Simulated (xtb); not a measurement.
CH₅BFN, SMILES B(NC)F. All values are semi-empirical tight-binding results from xtb (GFN2-xTB unless named), good for trends rather than for accurate numbers. Geometry: GFN2-xTB. Other conformers were not sampled.

Optimised geometry:

Bonds (Å): B1–F2 1.337, B1–H3 1.170, B1–N4 1.380, N4–C5 1.443, N4–H6 1.011, C5–H7 1.093, C5–H8 1.093, C5–H9 1.087. Angles (°): F2–B1–H3 118.7, F2–B1–N4 117.4, H3–B1–N4 123.9, B1–N4–C5 128.1, B1–N4–H6 118.8, C5–N4–H6 113.0, N4–C5–H7 110.8, N4–C5–H8 110.8, N4–C5–H9 109.1, H7–C5–H8 108.4, H7–C5–H9 108.8, H8–C5–H9 108.8.

### Question
Estimate the properties. (An estimate is asked for; the answer gives what the named calculation found.)

### Answer

```yaml
point_group_as_xtb_finds_it: Cs
orbital_gap: 6.25 eV
dipole_moment: 2.96 D
zero_point_energy: 43.1 kcal/mol
G − E(el) at 298.15 K (modified RRHO): 26.0 kcal/mol
static polarisability (D4 model): 38.3 bohr³
solvation energy, GFN2-xTB/ALPB(water): -4.0 kcal/mol
solvation energy, GFN2-xTB/ALPB(methanol): -4.6 kcal/mol
```

Computed IR lines (harmonic; lines under 4 % of the strongest left out, lines within 3 cm⁻¹ merged):
ν (cm⁻¹): 471 (w), 664 (vs), 976 (w), 1019 (w), 1173 (s), 1279 (m), 1413 (w), 1476 (s), 1515 (vs), 2648 (s), 2946 (m), 2967 (m), 3043 (w) (against the strongest line: vs over 80 %, s over 45 %, m over 15 %, w over 4 %, vw less)

Computed atomic charges and the Wiberg bond orders between heavy atoms:
charges (e) B1 0.37, F2 -0.31, H3 -0.09, N4 -0.24, C5 -0.04, H6 0.17, H7 0.05, H8 0.05, H9 0.06. Bond orders B1–F2 1.01, B1–N4 1.39, N4–C5 1.02.
